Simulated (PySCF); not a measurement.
SMILES CC(C)(C)c1ccc([SiH3])s1 (C₈H₁₄SSi), singlet (GFN2-xTB optimised geometry):

```
24

C     -0.394    -3.202    -0.078
C     -1.140    -1.868     0.015
C     -1.941    -1.824     1.323
C     -2.098    -1.739    -1.176
C     -0.173    -0.718     0.000
C      1.188    -0.718     0.000
C      1.746     0.578     0.000
C      0.825     1.582     0.002
Si     1.083     3.435    -0.006
S     -0.776     0.910     0.003
H     -1.110    -4.022    -0.087
H      0.267    -3.336     0.774
H      0.194    -3.251    -0.992
H     -2.642    -2.655     1.363
H     -2.500    -0.894     1.395
H     -1.273    -1.892     2.180
H     -2.806    -2.564    -1.180
H     -2.653    -0.805    -1.118
H     -1.543    -1.753    -2.112
H      1.789    -1.610    -0.001
H      2.806     0.764    -0.001
H      0.404     4.022     1.152
H      0.526     3.997    -1.238
H      2.525     3.667     0.064
```

Method: CAM-B3LYP/def2-SVP (PySCF).

What are the frontier orbital energies and the dipole moment?

HOMO-2 -10.38 eV, HOMO-1 -8.31 eV, HOMO -7.74 eV, LUMO 0.66 eV, LUMO+1 2.02 eV; dipole moment 1.14 D.

Meta-Löwdin charges at CAM-B3LYP/def2-SVP: C1 -0.29, C2 0.07, C3 -0.28, C4 -0.29, C5 -0.09, C6 -0.16, C7 -0.11, C8 -0.35, Si9 0.52, S10 0.22, H11 0.09, H12 0.09, H13 0.09, H14 0.09, H15 0.09, H16 0.10, H17 0.09, H18 0.09, H19 0.10, H20 0.11, H21 0.11, H22 -0.11, H23 -0.11, H24 -0.10.
